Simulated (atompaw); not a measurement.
## u(r) = r·R(r): atom against pseudo-atom (chlorine)

Columns: radius, all-electron u(r) and pseudo u(r) of the 3p shell (level -8.60 eV) of chlorine in the configuration [Ne] 3s2 3p5; PBE, scalar-relativistic, PAW (atompaw) scheme, atompaw 4.2.0.5.

```
r (bohr)  all-electron  pseudo
   0.048       -0.0683  0.0015
   0.096       -0.1841  0.0061
   0.144       -0.2816  0.0139
   0.192       -0.3408  0.0250
   0.240       -0.3601  0.0395
   0.288       -0.3451  0.0576
   0.337       -0.3021  0.0799
   0.385       -0.2407  0.1056
   0.433       -0.1666  0.1352
   0.481       -0.0853  0.1685
   0.529       -0.0007  0.2054
   0.577        0.0840  0.2456
   0.625        0.1665  0.2886
   0.673        0.2451  0.3337
   0.721        0.3189  0.3803
   0.769        0.3870  0.4275
   0.817        0.4492  0.4744
   0.865        0.5054  0.5199
   0.913        0.5557  0.5633
   0.962        0.6010  0.6044
   1.010        0.6396  0.6408
   1.058        0.6726  0.6729
   1.106        0.7004  0.7004
   1.154        0.7232  0.7232
   1.202        0.7414  0.7414
   1.250        0.7554  0.7554
```

**Question.** How many radial nodes do the two functions have?

**Answer.** The all-electron 3p function has n − l − 1 = 1; the pseudo-wave has 0, since the states of the same l below it are removed with the core.

**Question.** Is the pseudo-wave norm-conserving?

**Answer.** No, it belongs to a PAW set: the norm inside the radius is not constrained, and the difference is carried by the augmentation charge.
